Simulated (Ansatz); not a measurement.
Born–Oppenheimer molecular dynamics of CH$_{4}$B$_{2}$O (8 atoms, charge 0, multiplicity 1). It starts at the highest image of a converged band. Of that band: Neighbouring images differ by up to 1.3 eV, so the band resolves the path poorly. A vibrational analysis at the climbing image gives one clearly imaginary mode, 1159i cm⁻¹: a first-order saddle point.

The calculation used Ansatz 0.2.0, RKS BHLYP/def2-mTZVP.

```json
{
 "ensemble": "NVE (velocity Verlet)",
 "time step": "0.5 fs",
 "steps asked": "200",
 "starting velocities drawn for": "100 K",
 "seed": "4038"
}
```

Frames 1 fs apart, positions in Å, forces in eV/Å.

Velocities at 60.0 fs (Å/ps):

```
C -2.86 -11.98 4.09
B 1.29 20.50 -9.78
B -18.54 -5.43 -9.40
O 4.90 0.01 2.75
H 16.19 -16.33 21.54
H 22.63 -5.87 18.98
H -4.17 10.48 -3.30
H 106.67 -7.32 76.03
```

```xyz
8
Properties=species:S:1:pos:R:3:forces:R:3 time_fs=60.0 energy_less_start_eV=-1.610 T=2173
C -0.402 0.868 -0.721 0.21 -0.93 1.31
B -0.010 -0.379 0.248 0.59 5.41 -2.27
B 0.612 -1.329 1.177 1.01 -3.90 2.73
O 1.393 -0.287 1.167 -2.29 0.76 -1.99
H -0.203 1.844 -0.225 -0.13 -0.90 -0.37
H 0.255 0.794 -1.582 0.09 0.11 -0.05
H -1.427 0.862 -1.105 0.37 -0.13 0.30
H 0.669 -2.338 1.749 0.14 -0.43 0.33
8
Properties=species:S:1:pos:R:3:forces:R:3 time_fs=61.0 energy_less_start_eV=-1.695 T=2281
C -0.405 0.856 -0.716 0.33 -0.37 1.07
B -0.009 -0.357 0.237 0.96 4.29 -1.40
B 0.594 -1.336 1.169 1.99 -3.83 3.37
O 1.397 -0.287 1.170 -3.03 0.30 -2.27
H -0.187 1.823 -0.206 -0.22 -0.87 -0.45
H 0.278 0.789 -1.563 -0.07 0.12 -0.03
H -1.430 0.872 -1.107 0.47 -0.18 0.30
H 0.776 -2.346 1.825 -0.43 0.55 -0.58
8
Properties=species:S:1:pos:R:3:forces:R:3 time_fs=62.0 energy_less_start_eV=-1.639 T=2209
C -0.408 0.843 -0.711 0.49 0.13 0.61
B -0.006 -0.330 0.225 1.46 2.78 -0.26
B 0.578 -1.347 1.163 2.83 -3.24 3.64
O 1.400 -0.286 1.170 -3.67 -0.09 -2.51
H -0.174 1.794 -0.190 -0.26 -0.60 -0.41
H 0.300 0.784 -1.544 -0.24 0.12 0.00
H -1.427 0.880 -1.106 0.45 -0.23 0.24
H 0.878 -2.350 1.896 -1.05 1.13 -1.31
8
Properties=species:S:1:pos:R:3:forces:R:3 time_fs=63.0 energy_less_start_eV=-1.478 T=2003
C -0.410 0.830 -0.705 0.61 0.62 -0.02
B -0.002 -0.301 0.213 2.04 0.97 1.08
B 0.565 -1.360 1.162 3.43 -2.26 3.53
O 1.400 -0.286 1.170 -4.18 -0.37 -2.72
H -0.163 1.760 -0.179 -0.24 -0.12 -0.26
H 0.320 0.781 -1.526 -0.38 0.11 0.00
H -1.421 0.886 -1.103 0.29 -0.27 0.15
H 0.971 -2.342 1.955 -1.58 1.31 -1.76
8
Properties=species:S:1:pos:R:3:forces:R:3 time_fs=64.0 energy_less_start_eV=-1.259 T=1722
C -0.411 0.818 -0.699 0.65 1.14 -0.79
B 0.003 -0.271 0.202 2.66 -1.02 2.53
B 0.554 -1.375 1.163 3.77 -1.12 3.18
O 1.397 -0.286 1.167 -4.53 -0.51 -2.90
H -0.154 1.724 -0.170 -0.17 0.47 -0.03
H 0.337 0.779 -1.507 -0.46 0.10 -0.04
H -1.412 0.889 -1.098 0.04 -0.29 0.02
H 1.048 -2.322 1.997 -1.96 1.24 -1.98
8
Properties=species:S:1:pos:R:3:forces:R:3 time_fs=65.0 energy_less_start_eV=-1.037 T=1437
C -0.412 0.807 -0.694 0.58 1.76 -1.55
B 0.011 -0.242 0.193 3.28 -3.00 3.98
B 0.547 -1.392 1.167 3.88 -0.04 2.69
O 1.392 -0.286 1.163 -4.74 -0.52 -3.05
H -0.147 1.693 -0.161 -0.11 1.01 0.18
H 0.348 0.778 -1.489 -0.46 0.08 -0.14
H -1.402 0.890 -1.093 -0.23 -0.30 -0.11
H 1.107 -2.291 2.020 -2.20 1.00 -2.01
8
Properties=species:S:1:pos:R:3:forces:R:3 time_fs=66.0 energy_less_start_eV=-0.879 T=1234
C -0.413 0.798 -0.690 0.42 2.51 -2.15
B 0.022 -0.216 0.187 3.84 -4.75 5.29
B 0.543 -1.408 1.173 3.78 0.91 2.13
O 1.384 -0.287 1.157 -4.81 -0.38 -3.18
H -0.141 1.671 -0.151 -0.11 1.30 0.25
H 0.356 0.778 -1.472 -0.39 0.08 -0.29
H -1.395 0.887 -1.089 -0.45 -0.30 -0.20
H 1.145 -2.250 2.024 -2.28 0.62 -1.87
8
Properties=species:S:1:pos:R:3:forces:R:3 time_fs=67.0 energy_less_start_eV=-0.843 T=1188
C -0.413 0.790 -0.688 0.24 3.30 -2.41
B 0.036 -0.193 0.187 4.25 -6.06 6.28
B 0.542 -1.424 1.182 3.43 1.75 1.46
O 1.373 -0.287 1.149 -4.75 -0.13 -3.28
H -0.136 1.662 -0.138 -0.20 1.24 0.14
H 0.360 0.779 -1.458 -0.28 0.10 -0.46
H -1.391 0.882 -1.087 -0.53 -0.30 -0.22
H 1.161 -2.203 2.010 -2.16 0.10 -1.50
8
Properties=species:S:1:pos:R:3:forces:R:3 time_fs=68.0 energy_less_start_eV=-0.939 T=1311
C -0.413 0.785 -0.687 0.12 3.91 -2.27
B 0.054 -0.177 0.192 4.42 -6.76 6.78
B 0.545 -1.438 1.191 2.74 2.57 0.57
O 1.360 -0.288 1.139 -4.55 0.21 -3.33
H -0.133 1.665 -0.124 -0.36 0.92 -0.14
H 0.361 0.780 -1.449 -0.17 0.13 -0.62
H -1.393 0.874 -1.087 -0.46 -0.31 -0.18
H 1.157 -2.155 1.982 -1.74 -0.66 -0.82
8
Properties=species:S:1:pos:R:3:forces:R:3 time_fs=69.0 energy_less_start_eV=-1.116 T=1537
C -0.413 0.783 -0.688 0.13 4.11 -1.77
B 0.076 -0.166 0.202 4.23 -6.82 6.68
B 0.550 -1.450 1.202 1.63 3.50 -0.67
O 1.343 -0.289 1.127 -4.17 0.58 -3.27
H -0.134 1.676 -0.112 -0.53 0.50 -0.47
H 0.360 0.783 -1.445 -0.10 0.17 -0.73
H -1.399 0.863 -1.089 -0.26 -0.33 -0.07
H 1.136 -2.114 1.947 -0.92 -1.70 0.29
8
Properties=species:S:1:pos:R:3:forces:R:3 time_fs=70.0 energy_less_start_eV=-1.316 T=1796
C -0.413 0.785 -0.691 0.34 3.85 -1.05
B 0.102 -0.161 0.219 3.58 -6.30 5.94
B 0.556 -1.459 1.211 0.23 4.43 -2.10
O 1.324 -0.289 1.114 -3.54 0.92 -3.01
H -0.140 1.692 -0.104 -0.66 0.13 -0.76
H 0.359 0.787 -1.448 -0.11 0.20 -0.75
H -1.408 0.849 -1.091 -0.01 -0.35 0.07
H 1.107 -2.089 1.914 0.17 -2.88 1.65
8
Properties=species:S:1:pos:R:3:forces:R:3 time_fs=71.0 energy_less_start_eV=-1.585 T=2144
C -0.413 0.789 -0.695 0.72 3.22 -0.28
B 0.131 -0.162 0.241 2.37 -5.36 4.56
B 0.563 -1.464 1.219 -0.86 4.80 -3.03
O 1.303 -0.289 1.098 -2.47 1.19 -2.41
H -0.152 1.709 -0.103 -0.73 -0.11 -0.94
H 0.357 0.794 -1.459 -0.20 0.23 -0.65
H -1.417 0.831 -1.093 0.22 -0.36 0.20
H 1.079 -2.092 1.897 0.95 -3.60 2.55
```

Of the whole run (100 fs, mean temperature of the second half 1721 K): The conserved energy stayed within 1.3 meV per atom of its start (net change -0.24 meV per atom), so the integration is sound. The system heated up, since it started high on the potential surface and ran downhill. A run of 0.1 ps of so small a system gives no equilibrium averages. The orbitals stay closed-shell, which can raise the energy where a bond breaks towards radicals; this wasn't checked here.

Run time: 4.6 min on 2 threads of AMD EPYC 7R43 64-Core Processor (Zen 3), on a shared host, peak memory 0.19 GiB.
